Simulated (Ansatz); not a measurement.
**CCSD(T) forces**

C2H4BN, singlet, at a frame of a short PBE0-D4/def2-SVP trajectory.

B1  (2.720, -0.201, 0.154)
C2  (1.337, -0.556, -0.462)
N3  (0.164, 0.137, -0.631)
C4  (-0.889, -0.049, 0.338)
H5  (0.010, 0.725, -1.439)
H6  (-0.816, 0.781, 1.127)
H7  (-0.810, -1.062, 0.803)
H8  (-1.933, 0.157, -0.028)
(Å)

Program: Ansatz 0.2.0. Basis: def2-TZVPP. Cores are frozen in the correlated methods.

CCSD(T) forces from the calculation:
```json
{"atom": "B1", "Fx": "-1.711", "Fy": "-0.550", "Fz (eV/Å)": "-0.795"}
{"atom": "C2", "Fx": "-0.657", "Fy": "2.410", "Fz (eV/Å)": "0.070"}
{"atom": "N3", "Fx": "2.686", "Fy": "-2.306", "Fz (eV/Å)": "0.392"}
{"atom": "C4", "Fx": "-1.655", "Fy": "1.281", "Fz (eV/Å)": "1.733"}
{"atom": "H5", "Fx": "0.041", "Fy": "0.073", "Fz (eV/Å)": "0.018"}
{"atom": "H6", "Fx": "0.315", "Fy": "-1.304", "Fz (eV/Å)": "-0.662"}
{"atom": "H7", "Fx": "-0.050", "Fy": "1.015", "Fz (eV/Å)": "-0.396"}
{"atom": "H8", "Fx": "1.030", "Fy": "-0.619", "Fz (eV/Å)": "-0.360"}
```

(1) Which atom feels the largest CCSD(T) force, and how large is it?

The T1 diagnostic stays at or below 0.042. The T1 diagnostic is large here, which may signal multireference character or strong orbital relaxation, so CCSD(T) is less sure. The restricted Hartree–Fock reference is unstable towards an unrestricted one here. These are differences at one structure, and CCSD(T) in triple zeta is itself an approximation.

Answers

(1) N3, 3.56 eV/Å, along (0.75, -0.65, 0.11).

Root-mean-square difference of the force components from those of CCSD(T): PBE-D4 0.231; r2SCAN-D4 0.178; PBE0-D4 0.284; wB97M-V 0.327 eV/Å.

For scale, one of the runs: CCSD(T)/def2-TZVPP forces, 180 basis functions, launched by `ansatz run in.yaml --threads 2 --pin off --events-out ev --progress --plain --max-ram 3481MiB`. Hardware: 2 CPU threads of an AMD EPYC 9R45, shared host. Wall time 2.5 min; peak host memory 1.9 GiB.
